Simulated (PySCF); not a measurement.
GaCl2H.
Bonds: Ga1–Cl2, Ga1–Cl3. Hydrogens: H4 on Ga1.

The closed-shell ground state was solved at several levels (PySCF, density fitting, gas phase). Geometry: PBE0-D3(BJ)/def2-SVP; no solvent, vibrations or thermal averaging. The calculation is non-relativistic and has no spin–orbit coupling, an omission that weighs most on gallium.

| level | basis functions | total energy (Eh) | HOMO (eV) | LUMO (eV) | gap (eV) | dipole (D) |
| --- | --- | --- | --- | --- | --- | --- |
| PBE/pcSseg-1 (pcSseg-2 on Ga) | 116 | -2845.3087 | -7.78 | -2.55 | 5.23 | 1.78 |
| PBE0/pcSseg-1 (pcSseg-2 on Ga) | 116 | -2845.4098 | -9.21 | -1.79 | 7.42 | 1.93 |
| B3LYP/pcSseg-1 (pcSseg-2 on Ga) | 116 | -2846.0561 | -8.90 | -2.05 | 6.85 | 1.88 |

Question: Estimate the row for wB97X-D/def2-SVPD, a basis of 100 functions; the other rows only guide the guess.

Answer: Total energy -2845.4963 Eh, HOMO -11.12 eV, LUMO -0.18 eV, gap 10.94 eV, dipole 1.92 D.

Question: Over all these levels, which gives the widest orbital gap and which the narrowest?

Answer: wB97X-D/def2-SVPD (range-separated hybrid) has the widest, 10.94 eV, and PBE/pcSseg-1 (pcSseg-2 on Ga) (GGA) the narrowest, 5.23 eV. Functional and basis both differ between the two, so the spread mixes both effects.

Question: In the pcSseg-1 (pcSseg-2 on Ga) basis, how does the gap go with the fixed share of exact exchange?

Answer: PBE (0 %) 5.23 eV; B3LYP (20 %) 6.85 eV; PBE0 (25 %) 7.42 eV. Each rise in the share widens the gap here.

Question: How far do the dipole and the HOMO energy spread over the levels?

Answer: The dipole runs from 1.78 to 1.93 D (mean 1.88 D) and the HOMO from -11.12 to -7.78 eV.

The pairwise dispersion term of wB97X-D wasn't added to the energies; at a given geometry it leaves orbitals and properties as they are.
